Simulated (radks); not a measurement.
Initial-state core-level shifts of neutral rhodium when its valence configuration changes from [Kr] 4d8 5s1. Calculated with a radial shooting solver on a logarithmic mesh with Libxc functionals: scalar-relativistic Kohn-Sham, r2SCAN, spin-polarised, spherical densities, finite nucleus; open shells are filled with parallel spins first (spin-orbit coupling, left out, can overturn this in heavy ions); meta-GGA in the generalised Kohn-Sham scheme; Fermi nuclear charge, rms radius 4.4945 fm. Shifts are changes of the shell-averaged eigenvalues in eV (positive: less bound); the change of the density at the nucleus, which sets a Mossbauer isomer shift, is in e/bohr^3, on a base of 1.237e+05.

valence,1s,2s,3p,3d,density at nucleus
4d8 5s0.5 5p0.5,-0.908,-0.874,-0.886,-0.884,-7.85
4d7 5s1 5p1,-5.169,-5.354,-5.329,-5.341,+5.42
4d7 5s2,-3.950,-4.162,-4.123,-4.137,+20.05
4d7.5 5s1 5p0.5,-2.576,-2.657,-2.651,-2.656,+2.44
4d7.5 5s1.5,-1.949,-2.049,-2.033,-2.039,+9.42
4d8 5p1,-1.755,-1.688,-1.711,-1.706,-15.71
4d9,+3.131,+3.306,+3.296,+3.305,-17.03
4d6 5s1 5p2,-10.516,-10.966,-10.865,-10.897,+12.66
4d6 5p3,-11.870,-12.275,-12.190,-12.220,-9.22
